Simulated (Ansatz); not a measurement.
Stepwise reaction of `[OH][Sn][OH]` with ammonia, as a gas-phase model of exchange steps in deposition or etching. ΔE in kJ/mol; ΔG adds harmonic PBE0-D4 terms to CCSD(T)/CBS, at 1 bar.

Isolated molecules relaxed with PBE0-D4/def2-TZVP in Ansatz; ΔE leaves out vibrations. CCSD(T)/CBS is the MP2 limit (def2-TZVPP, def2-QZVPP) plus CCSD(T) − MP2 in def2-TZVPP, frozen cores. This one scheme is used for every species. DFT in def2-TZVPP. B3LYP here is the variant with VWN-RPA as its local correlation; programs differ in this. Elements past krypton have def2 core potentials. For Sn outer-core shells are correlated without core-valence functions, which leaves a few kJ/mol of doubt a bond. One conformer a species, not always the lowest.

```csv
step,reaction,PBE-D4,B3LYP-D4,ωB97M-V,CCSD(T)/CBS,ΔG(400 K)
1,`[OH][Sn][OH]` + NH₃ → `[NH2][Sn][OH]` + H₂O,37.9,37.5,36.7,35.1,30.0
2,`[NH2][Sn][OH]` + NH₃ → `[NH2][Sn][NH2]` + H₂O,34.0,34.2,32.6,30.4,27.9
```

Q: By hand: ΔE of the 2 steps together at CCSD(T)/CBS.

A: (35.1) + (30.4) = 65.5 kJ/mol, or 32.8 kJ/mol a step.

In ΔE the steps differ by no more than 4.7 kJ/mol. All are uphill at CCSD(T)/CBS. ΔG lies between 27.9 and 30.0 kJ/mol a step. PBE-D4 differs from CCSD(T)/CBS by 2.8 to 3.6 kJ/mol a step. Isolated molecules leave out the surface, adducts and barriers. Largest T1 diagnostic: 0.018.
